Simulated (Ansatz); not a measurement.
Consider the redistribution: `FB(F)[Si](F)(F)F` + `CBC(O)F` → `CB[Si](F)(F)F` + `OC(F)B(F)F`.

Computed with Ansatz on PBE0-D4/def2-TZVP structures; ΔE is electronic, products minus reactants. CBS: MP2 limit from def2 TZ/QZ plus the TZ coupled-cluster correction, frozen cores. Functionals use def2-TZVPP. B3LYP here is the variant with VWN-RPA as its local correlation; programs differ in this. One conformer a species, not always the lowest.

```json
{"level": "PBE-D4", "ΔE (kJ/mol)": "-3.3"}
{"level": "B3LYP-D4", "ΔE (kJ/mol)": "-5.5"}
{"level": "B3LYP", "ΔE (kJ/mol)": "-4.9"}
{"level": "MP2/def2-TZVPP", "ΔE (kJ/mol)": "-5.2"}
{"level": "SCS-MP2/def2-TZVPP", "ΔE (kJ/mol)": "-5.3"}
{"level": "CCSD/def2-TZVPP", "ΔE (kJ/mol)": "-8.1"}
{"level": "HF/CBS(def2)", "ΔE (kJ/mol)": "-11.5"}
{"level": "CCSD/CBS(def2)", "ΔE (kJ/mol)": "-7.7"}
```

(1) What does CCSD(T)/CBS give? (Best estimate.)

Largest T1 diagnostic among the species: 0.013.

Results:

(1) The calculation gave: -6.0 kJ/mol. The listed levels differ from it by 2.7, 0.5, 1.1, 0.8, 0.7, -2.1, -5.5, -1.7 kJ/mol.

In def2-TZVPP, CCSD(T) changes the Hartree–Fock value by +5.6 kJ/mol (the triples alone add +1.6 kJ/mol) and MP2 by +6.8 kJ/mol. From PBE to PBE0 (25 % exact exchange), in def2-TZVPP and without D4, ΔE moves by −5.0 kJ/mol.
